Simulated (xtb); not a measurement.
germylsilane (H$_{6}$GeSi), singlet, geometry from GFN2-xTB, atoms displaced at random by about 0.02 Å a coordinate.

Here is a job for xtb.
```
$ xtb mol.xyz --gfn 2 --opt --json

# file mol.xyz
8

Si    -1.58945944     0.14475109     0.02752348
Ge     0.71155658    -0.07978893    -0.03020464
H     -2.16085700    -0.68135196     1.07486362
H     -1.91802339     1.57784665     0.35047112
H     -2.12873226    -0.17902152    -1.24623168
H      1.23652332    -1.38858048    -0.54059823
H      1.47763956     0.89077286    -0.91218413
H      1.46267734     0.05741784     1.33671558
```

Task: Estimate the HOMO-LUMO gap that GFN2-xTB in xtb returns for this input.

Result: 5.15 eV

Task: Estimate the dipole moment that GFN2-xTB returns for this input.

Result: 1.26 D
